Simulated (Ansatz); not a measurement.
Several settings on one geometry of Cs3Cl3 (the lowest singlet isomer of a short search) (that of the charge 0 singlet, PBE0-D4/def2-SVP). Ansatz on 4 threads of Arm Neoverse V1 on a shared host; times are rough.

```xyz
6

Cs   -3.2340   -0.4729    0.9001
Cs    0.5538   -0.8718   -2.0149
Cs    1.2444    1.1356    1.5130
Cl   -0.3858   -1.8266    1.0996
Cl   -1.3610    1.5733   -0.6119
Cl    3.1825    0.4625   -0.8858
```

Totals from different functionals, basis sets or treatments of relativity can't be compared as stabilities.

In the def2 sets Cs takes a core potential; there is no spin–orbit coupling. Correlated methods freeze 15 core orbitals; core or outer-core shells of Cs are correlated, in sets that lack core-valence functions.

The spins typed aren't always the lowest for that charge.

Problem. Give the basis size and estimate the energy, ⟨S²⟩ and time of these runs.

```
run                  method  charge    state                                                                                                further keys
  1     RKS B2PLYP/def2-SVP       0  singlet                                                              scf: {lower_state_search: light}; forces asked
  2  UKS PBE0-DH/def2-mTZVP      -1  doublet  final_grid: {core_spheres: 5, valence_spheres: 4, degree: 11}; scf: {omitted_lower_state_checks: [starts]}
  3   UKS RPBE-D4/def2-SVPD       1  doublet                                                                 scf: {omitted_lower_state_checks: [starts]}
```

Solution. 
| run | functions | energy (Eh) | ⟨S²⟩ | wall time |
| --- | --- | --- | --- | --- |
| 1 | 126 | -1440.2284 | – | 13 s |
| 2 | 153 | -1440.8646 | 0.75 | 7 s |
| 3 | 162 | -1440.6974 | 0.75 | 31 s |

The highest occupied level of an anion often lies above zero with these methods, and sets without diffuse functions describe the outer electron poorly.
